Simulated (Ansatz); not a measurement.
A nudged elastic band was laid between two geometries of CH6FOPSi (11 atoms, charge 0, multiplicity 1).

Level of theory: RKS PBE0-D4/def2-SVP in Ansatz.

```
movable images  : 6
climbing image  : no
spring          : 5.0 eV/Å²
optimiser       : quadratic models (default)
start path      : through a guess of the saddle point
force threshold : 0.05 eV/Å
iteration limit : 60
end points      : relaxed
```

Initial state:

```xyz
11
Properties=species:S:1:pos:R:3
C -1.553 0.907 -0.531
O -0.656 -0.094 -0.119
Si 0.934 0.137 0.249
F 1.039 1.089 1.564
P 1.903 -1.827 0.721
H -2.479 0.427 -0.880
H -1.807 1.587 0.300
H -1.145 1.511 -1.362
H 1.623 0.866 -0.853
H 1.450 -2.387 -0.513
H 0.756 -2.273 1.446
```

Final state:

```xyz
11
Properties=species:S:1:pos:R:3
C -1.645 1.054 -0.505
O -0.843 -0.076 -0.268
Si 0.781 -0.064 0.001
F 1.088 0.743 1.381
P 1.394 -2.214 0.117
H -2.635 0.717 -0.845
H -1.778 1.652 0.413
H -1.217 1.708 -1.286
H 1.504 0.685 -1.067
H 2.658 -1.879 0.695
H 0.758 -2.382 1.386
```

Problem. Which bonds break or form, and what moves?

Solution. No bond is made or broken. The height of P5 over the plane of its neighbours goes from -0.88 to 0.88 Å.

Problem. Give the energies along the band, and the barrier.

Solution. The forces met the threshold. The highest image is number 4 of 0 to 7, 0.92 eV above the first end and 0.94 eV above the last; the last end lies 0.02 eV below the first. No image climbed, so the highest image needn't sit at the top of the path.

```csv
image,path coordinate (Å),energy (eV),height of P5 over the plane of its neighbours (Å)
0,0.00,0.00,-0.88
1,0.63,0.01,-0.88
2,1.26,0.04,-0.86
3,1.89,0.20,-0.73
4,2.52,0.92,-0.20
5,3.15,0.43,0.50
6,3.78,0.00,0.85
7,4.41,-0.02,0.88
```

Problem. What is the geometry of the highest image?

Solution. 
```xyz
11
Properties=species:S:1:pos:R:3
C -1.691 1.114 -0.517
O -0.806 0.014 -0.558
Si 0.742 0.022 0.005
F 0.713 1.081 1.241
P 1.582 -1.834 0.766
H -2.724 0.738 -0.541
H -1.558 1.714 0.398
H -1.548 1.776 -1.389
H 1.753 0.503 -0.972
H 2.696 -2.362 0.095
H 0.905 -2.824 1.492
```

The run took 3.3 min on 2 threads of Intel(R) Xeon(R) 6975P-C (Granite Rapids) (shared host), peak memory 0.26 GiB.
